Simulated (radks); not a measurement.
The numbers below are computed, except where a source is named.
Species: the osmium ion Os44+. Configuration: [Ar] 3d10 4s2 4p2. Code: a radial shooting solver on a logarithmic mesh with Libxc functionals. Model: scalar-relativistic Kohn-Sham, r2SCAN, spin-polarised, spherical densities, finite nucleus; open shells are filled with parallel spins first (spin-orbit coupling, left out, can overturn this in heavy ions); meta-GGA in the generalised Kohn-Sham scheme; Fermi nuclear charge, rms radius 5.4126 fm.

Unscreened Slater integrals over Kohn-Sham orbitals (hartree). They are taken over the spin-up orbitals.

integral     value
F0(4p,4p)   2.2885
F2(4p,4p)   1.1913
F0(4p,4s)   2.3159
G1(4p,4s)   1.5632
F0(4p,3d)   2.8941
F2(4p,3d)  0.84366
G1(4p,3d)  0.27332
G3(4p,3d)  0.27748
F0(4p,3p)   2.8438
F2(4p,3p)  0.90177
G0(4p,3p)  0.24498
G2(4p,3p)  0.29495
F0(4s,4s)   2.3459
F0(4s,3d)   2.9390
G2(4s,3d)  0.28049
F0(4s,3p)   2.8877
G1(4s,3p)  0.29428
F0(3d,3d)   5.2706
F2(3d,3d)   2.6986
F4(3d,3d)   1.7393
F0(3d,3p)   4.9244
F2(3d,3p)   2.3711
G1(3d,3p)   2.5826
G3(3d,3p)   1.7106
F0(3p,3p)   4.7224
F2(3p,3p)   2.3660

Derived for the open shells (J is the average intra-shell exchange parameter used in DFT+U). 4p: J = F2/5 = 0.2383 hartree.
